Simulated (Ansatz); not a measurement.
Total energies of Rb2F2 from Ansatz at PBE0-D4/def2-TZVP, gas phase (1 Eh = 27.2114 eV = 2625.5 kJ/mol). The reference geometry is relaxed at PBE0-D4/def2-TZVP.

```xyz
4

Rb   -1.8246    0.4656   -0.2302
Rb    1.8249   -0.4644    0.2303
F    -0.2349   -0.1038    1.6526
F     0.2346    0.1025   -1.6528
```

```json
{"state": "charge 0 singlet", "geometry": "reference", "energy (Eh)": "-247.93296"}
{"state": "charge 1 doublet", "geometry": "reference", "energy (Eh)": "-247.60168"}
{"state": "charge 1 doublet", "geometry": "relaxed at PBE0-D4/def2-TZVP", "energy (Eh)": "-247.65610"}
{"state": "charge 0 triplet", "geometry": "relaxed at PBE0-D4/def2-TZVP", "energy (Eh)": "-247.73487"}
{"state": "charge 0 quintet", "geometry": "relaxed at PBE0-D4/def2-TZVP", "energy (Eh)": "-247.52522"}
{"state": "free Rb atom (doublet)", "geometry": "–", "energy (Eh)": "-24.08178"}
{"state": "free F atom (doublet)", "geometry": "–", "energy (Eh)": "-99.67617"}
```

In the def2 sets Rb takes a core potential; there is no spin–orbit coupling.

(1) Work out the vertical ionisation energy to the doublet.

(2) How much does the charge 1 doublet relax, and what is the adiabatic ionisation energy?

(3) Which of the charge 0 states is lowest, and how far above it are the others?

(4) What is the binding energy per atom against free atoms?

(1) E(charge 1 doublet) − E(charge 0 singlet) = -247.60168 − (-247.93296) = 0.33128 Eh = 9.01 eV. For comparison, −ε of the highest occupied level is 6.71 eV at this level, 2.30 eV less.

(2) Relaxation: -247.60168 − (-247.65610) = 0.05442 Eh = 1.48 eV. Adiabatic ionisation energy: 0.27686 Eh = 7.53 eV, without zero-point energy. In the charge 1 doublet, F3 and F4 lie 1.95 Å apart (atoms count from 1), so these atoms are partly bonded to each other.

(3) The singlet. triplet: -247.73487 − (-247.93296) = 0.19809 Eh = 520.1 kJ/mol; quintet: -247.52522 − (-247.93296) = 0.40774 Eh = 1070.5 kJ/mol. The quintet has fallen apart, so its energy is that of loose fragments and no spin gap. The quintet differs in its bonds from the reference.

(4) Atoms: 2 × (-24.08178) + 2 × (-99.67617) = -247.51590 Eh. Binding: -247.51590 − (-247.93296) = 0.41706 Eh = 11.35 eV, or 2.84 eV for each of 4 atoms (no zero-point energy, no counterpoise term).

The structure comes from a short search, and lower isomers may exist.
